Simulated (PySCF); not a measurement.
H4Sn, singlet, geometry from GFN2-xTB (such geometries of metal compounds can be far from the true shape) (core potentials on Sn). Base run: B3LYP/def2-SVP in PySCF.

PySCF was given this input:
```python
from pyscf import gto, scf, dft

mol = gto.Mole()
mol.atom = '''
    Sn    0.00000000   -0.00000000   -0.00000000
    H    -1.09244291    1.12690418   -0.47060308
    H     0.23178506   -1.07625557   -1.21357383
    H    -0.56018288   -0.78368680    1.32545915
    H     1.42084073    0.73303819    0.35871776
'''
mol.basis = 'def2-svp'
mol.ecp = {'Sn': 'def2-svp'}
mol.verbose = 4
mol.build()

mf = dft.RKS(mol)
mf.xc = 'b3lyp'
mf.kernel()
mo_i, mo_e, stable_i, stable_e = mf.stability(internal=True, external=True, return_status=True, nroots=6, tol=1e-6)
print('internally stable:', stable_i, ' externally stable:', stable_e)
if not stable_e:
    umf = mf.to_uhf() if not hasattr(mf, 'xc') else mf.to_uks()
    umf.scf_summary = {}
    umf.kernel(umf.make_rdm1(mo_e, umf.mo_occ))
mf.analyze()
```

The bond that is stretched is that between atoms 2 and 1. A test that says stable can miss a lower solution.

Variants of this job, named by their change:

```csv
change,ΔE vs base (eV),<S^2>,E after following the instability (Eh),<S^2> there,HOMO-LUMO gap (eV),stability test says
base,0.00,0.000,-,-,9.99,stable
bond × 1.25,0.44,0.000,-,-,7.58,stable
bond × 1.5,1.53,0.000,-,-,5.35,stable
bond × 1.8,2.71,0.000,-216.62730,0.00,3.50,external instability
bond × 2.2,3.79,0.000,-216.58749,0.00,2.06,external instability
bond × 3.0,4.77,0.000,-216.60344,1.00,0.90,external instability
```

Where a bond breaks into two radicals, a solution with restricted orbitals usually stops being the lowest and lies too high; an unrestricted one lies lower at the price of spin contamination, which <S^2> shows.
